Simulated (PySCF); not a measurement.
PySCF 2.14 output of a UHF calculation on a single atom or ion in aug-cc-pVDZ-PP with ECP60MDF, with a scalar-relativistic core potential:

```
SCF conv_tol = 1e-09
number electrons alpha = 8  beta = 4
cycle= 1 E= -65.9081250562371  delta_E= -0.00266  |g|= 0.0144  |ddm|= 0.0388
cycle= 2 E= -65.9082020398337  delta_E= -7.7e-05  |g|= 0.00282  |ddm|= 0.00742
cycle= 3 E= -65.9082110136615  delta_E= -8.97e-06  |g|= 0.00102  |ddm|= 0.00448
cycle= 4 E= -65.9082172637256  delta_E= -6.25e-06  |g|= 0.000799  |ddm|= 0.00439
cycle= 5 E= -65.9082270777859  delta_E= -9.81e-06  |g|= 0.000151  |ddm|= 0.0136
cycle= 6 E= -65.9082273160041  delta_E= -2.38e-07  |g|= 2.24e-05  |ddm|= 0.0022
cycle= 7 E= -65.9082273205227  delta_E= -4.52e-09  |g|= 2.32e-06  |ddm|= 0.000319
cycle= 8 E= -65.9082273205311  delta_E= -8.44e-12  |g|= 3.62e-07  |ddm|= 1.01e-05
converged SCF energy = -65.9082273205311  <S^2> = 6.0032674  2S+1 = 5.0013068
```

The run itself started from symmetry-adapted Hartree-Fock orbitals and held the occupation by maximum overlap, so the iterations belong to that start.

Q: Which element, charge and spin multiplicity is this?

A: W²⁺ (tungsten, charge +2), multiplicity 5; the state was [Xe] 4f14 5d4, high-spin 5D determinant.

Energies and moments cover only the electrons outside the core potential. Spin-orbit coupling, absent here, splits the open shell strongly.
